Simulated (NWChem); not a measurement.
Si₂H₃OF₃; SMILES F[SiH2]O[SiH](F)F

```xyz
9

Si     0.2627    -1.7416    -0.4893
F     -0.7601    -2.5459     0.4542
O      0.5387    -0.2552     0.1699
Si    -0.0437     1.2399     0.4425
F      0.8506     2.3011    -0.3474
F     -1.5279     1.3430    -0.1440
H      1.5499    -2.4649    -0.5130
H     -0.3538    -1.5964    -1.8259
H     -0.0375     1.5595     1.8735
```
Atoms are numbered in this order, from 1.

Level: B3LYP/6-31G* (spherical d) (NWChem), optimised geometry, unscaled harmonic frequencies. B3LYP is NWChem's, with the RPA form of VWN correlation.

Question: List the harmonic frequencies with IR intensities, and the thermochemistry.

Answer: 
| frequency (cm⁻¹) | IR intensity (km/mol) |
|---|---|
| 36 | 1.0 |
| 37 | 1.5 |
| 69 | 4.0 |
| 228 | 1.7 |
| 302 | 21.2 |
| 357 | 13.6 |
| 419 | 81.7 |
| 611 | 3.3 |
| 726 | 110.6 |
| 759 | 2.2 |
| 848 | 66.0 |
| 867 | 20.3 |
| 893 | 30.5 |
| 921 | 330.3 |
| 995 | 174.4 |
| 1007 | 63.0 |
| 1017 | 388.3 |
| 1139 | 581.9 |
| 2307 | 113.0 |
| 2323 | 168.4 |
| 2384 | 103.1 |

The zero-point energy comes out as 26.1 kcal/mol. The thermal correction to the enthalpy at 298.15 K (with zero-point energy) comes out as 31.5 kcal/mol and the heat capacity Cv is 24.3 cal/(mol K). The entropy at 298.15 K and 1 atm (symmetry number 1) is 91.1 cal/(mol K) and the dipole moment is 0.93 D.

Rigid rotor and harmonic oscillator; modes under 100 cm⁻¹ make the entropy uncertain.
